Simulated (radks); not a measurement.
Question: Species: Te II. Configuration: [Kr] 4d10 5s2 5p2 6s1 (not the ground configuration). All-electron calculation, Dirac Kohn-Sham, exchange-only PBE, spin-unpolarised, spherical densities, finite nucleus; open shells are shared between the two j in proportion to 2j + 1; Fermi nuclear charge, rms radius 4.7423 fm. Program: a radial shooting solver on a logarithmic mesh with Libxc functionals.

Spin-orbit splittings of the eigenvalues, e(l+1/2) - e(l-1/2), with zeta = 2 splitting/(2l+1) and mean radii in bohr:

shell  occ.  splitting (eV)  zeta (eV)  <r> j=l-1/2  <r> j=l+1/2
2p        6           274.5      183.0       0.1008       0.1064
3p        6               ?          ?       0.3123       0.3237
3d       10           10.70      4.280       0.2947       0.2983
4p        6           9.729      6.486       0.8015       0.8302
4d       10           1.472     0.5889       0.9629       0.9749
5p        2           1.017     0.6777        2.345        2.437

Estimate the 3p splitting.

Answer: 51.16 eV (zeta = 34.11 eV).
